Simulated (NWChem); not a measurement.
C₂HBrF₂; SMILES F/C=C(/Br)F

Results from NWChem. Pople sets run with spherical d functions. Structure relaxed at the PBE0/def2-SVP level. Field at 589 nm.

For level B3LYP/aug-cc-pVDZ:

```yaml
isotropic polarisability (bohr³): 49.7
anisotropy (bohr³): 29.4
```

What are these values for level B3LYP/6-31G*?

The isotropic polarisability (bohr³) comes out as 37.5 and the anisotropy (bohr³) is 32.0.
